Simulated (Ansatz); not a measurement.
Geometry optimisation, RKS PBE/6-31G* in Ansatz.

input.yaml

```yaml
crystal:
  periodic: [false, false, false]
  atoms:
    - { symbol: C, position_ang: [-1.491, -0.3594, -0.362] }
    - { symbol: C, position_ang: [-0.0694, -0.6315, -0.1159] }
    - { symbol: C, position_ang: [0.1913, -0.7914, 1.3633] }
    - { symbol: O, position_ang: [0.2551, -1.885, -0.7134] }
    - { symbol: "N", position_ang: [0.8087, 0.3746, -0.7353] }
    - { symbol: C, position_ang: [0.6963, 1.5871, -0.283] }
    - { symbol: O, position_ang: [1.51, 2.5094, -0.8144] }
    - { symbol: H, position_ang: [-2.1417, -1.1146, -0.0293] }
    - { symbol: H, position_ang: [-1.7239, -0.1914, -1.4065] }
    - { symbol: H, position_ang: [-1.8611, 0.6087, 0.1425] }
    - { symbol: H, position_ang: [-0.3583, -1.6283, 1.8174] }
    - { symbol: H, position_ang: [0.0017, 0.1147, 1.9685] }
    - { symbol: H, position_ang: [1.2341, -0.9985, 1.525] }
    - { symbol: H, position_ang: [0.8529, -1.6841, -1.3403] }
    - { symbol: H, position_ang: [0.0307, 1.9578, 0.5015] }
    - { symbol: H, position_ang: [2.0417, 2.1093, -1.4738] }
basis:
  gaussian: { orbitals: "6-31G*" }
hamiltonian:
  xc: pbe
relax:
  f_tol: 0.02
  max_steps: 50
```

Command:

```bash
$ ansatz run input.yaml --threads 2 --pin off --max-ram 3072MiB --backend cpu --events-out ev --progress --plain --runs-dir out
```

Q: Where does it end, and by what steps?

A: The run converged. After 25 steps the energy has fallen by 0.663 eV; H15 moved furthest, 1.07 Å.

```csv
step,energy less start (eV),largest force component (eV/Å),accepted
0,0.0000,4.106,yes
1,-0.5582,1.193,yes
2,-0.6180,0.405,yes
3,-0.6034,0.364,no
4,-0.6322,0.201,yes
5,-0.6341,0.130,yes
6,-0.6389,0.070,yes
7,-0.6378,0.498,no
8,-0.6411,0.041,yes
9,-0.6409,0.512,no
10,-0.6429,0.070,yes
11,-0.6430,0.166,yes
12,-0.6443,0.190,yes
13,-0.6468,0.215,yes
14,-0.6494,0.127,yes
15,-0.6536,0.205,yes
16,-0.6418,0.685,no
17,-0.6555,0.188,yes
18,-0.6599,0.075,yes
19,-0.6599,0.244,no
20,-0.6607,0.122,yes
21,-0.6608,0.160,yes
22,-0.6621,0.101,yes
23,-0.6625,0.069,yes
24,-0.6630,0.022,yes
25,-0.6631,0.011,yes
```

```xyz
16
Properties=species:S:1:pos:R:3
C -1.600 -0.473 -0.444
C -0.105 -0.581 -0.086
C 0.105 -0.664 1.431
O 0.436 -1.803 -0.605
N 0.594 0.510 -0.779
C 1.042 1.523 -0.148
O 1.689 2.533 -0.781
H -2.138 -1.357 -0.065
H -1.720 -0.428 -1.540
H -2.053 0.437 -0.012
H -0.356 -1.592 1.806
H -0.360 0.186 1.958
H 1.181 -0.697 1.667
H 0.583 -1.619 -1.558
H 0.980 1.731 0.932
H 1.701 2.272 -1.732
```

Run time: 61 s on 2 threads of Intel(R) Xeon(R) Platinum 8488C (Sapphire Rapids), on a shared host, peak memory 0.19 GiB.
